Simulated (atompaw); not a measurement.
## LDA (PW92) PAW (atompaw) dataset for sulfur, scalar-relativistic all-electron reference.

atompaw 4.2.0.5 was run on this input:

```
S 16
LDA-PW scalarrelativistic loggrid 1500 logderivrange -3 5 201
3 3 0 0 0 0
3 0 1
3 1 5
0 0 0
c
c
v
c
v
2
1.85 1.45 1.65 1.00
y
-0.45
n
y
-0.1
n
y
0.05
n
custom polynom2 7 10 vanderbiltortho sinc
3 1 troulliermartins
1.45
1.85
1.85
1.85
1.40
PWSCFOUT
UPFDX 0.0125d0 UPFXMIN -7.d0 UPFZMESH 16.d0
END
```

Command:

```bash
atompaw < S.input > S.log
```

Output (summary file):

```
Completed calculations for S (AE)

 Exchange-correlation type: LDA, Perdew-Wang correlation

 Radial integration grid is logarithmic
 r0 =   4.9965115E-04 h =   7.9944185E-03   n =      1500 rmax =   8.0000000E+01

 Scalar relativistic calculation

 AEatom converged in  31 iterations
   nz     =  16.00
   delta  =       9.653291094593E-17

 All Electron Orbital energies:
  n  l      occupancy      energy
  1  0      2.0000000E+00 -1.7629308E+02
  2  0      2.0000000E+00 -1.5594940E+01
  3  0      1.0000000E+00 -1.3196999E+00
  2  1      6.0000000E+00 -1.1603926E+01
  3  1      5.0000000E+00 -5.6212710E-01

 Total energy
   Total                    :     -794.91134170968849

 ---
 Completed calculations for S (SC)

 Exchange-correlation type: LDA, Perdew-Wang correlation

 Radial integration grid is logarithmic
 r0 =   4.9965115E-04 h =   7.9944185E-03   n =      1500 rmax =   8.0000000E+01

 Scalar relativistic calculation

 SCatom converged in   2 iterations
   nz     =  16.00
   delta  =       1.278471974655E-17

 Valence Electron Orbital energies:
  n  l      occupancy      energy
   3  0      1.0000000E+00 -1.3196999E+00
   3  1      5.0000000E+00 -5.6212710E-01

 Total energy
   Total                    :     -794.91134170972600
   Valence                  :      -62.72327186929290

 PAW parameters:
       lmax =            2
         rc =    1.8522332342182020
        irc =         1029
   rc_shape =    1.4571557138962390
    rc_vloc =    1.6560549863399276
    rc_core =    1.0005925075815980
   Vloc: Norm-conserving Troullier-Martins with l= 3;e=   1.0000E+00
   Projector type: improved polynomial pseudization + Vanderbilt ortho.
   Sinc^2 compensation charge shape zeroed at   1.4572E+00

 Number of basis functions     5
 No.   n  nodes  l      Energy         Cp coeff         Occ
  1    3    2    0   -0.1319700E+01 -0.2744567E+02  0.1000000E+01
  2  999    3    0   -0.4500000E+00 -0.2972551E+01  0.0000000E+00
  3    3    1    1   -0.5621271E+00  0.2075466E+04  0.5000000E+01
  4  999    2    1   -0.1000000E+00  0.6547454E+03  0.0000000E+00
  5  999    0    2    0.5000000E-01 -0.1117870E+02  0.0000000E+00

 Eigenvalues of overlap operator (in the basis of projectors):
    1        3.33169392E-02
    2        8.39675391E-01
    3        4.18306777E+01
    4        1.60972783E+02
    5        4.02087419E+03

 Orbital leakage outside PAW augmentation regions
   orb  is_core?  %out_of_sphere
   1 0    T           0.00
   2 0    T           0.00
   3 0    F          34.27
   2 1    T           0.01
   3 1    F          51.68

 Summary of PAW energies
   Total valence energy     :    -62.72329802190527
   Smooth energy            :     17.61753816669131
   One center               :    -80.34083618859658
   Smooth kinetic           :      8.27241856942878
   Vloc energy              :     -0.60640769706835
   Smooth exch-corr         :     -6.99188240561911
   One-center xc            :    -41.33630525747343
```

The run took about 1.4 s on one core of a shared server CPU.
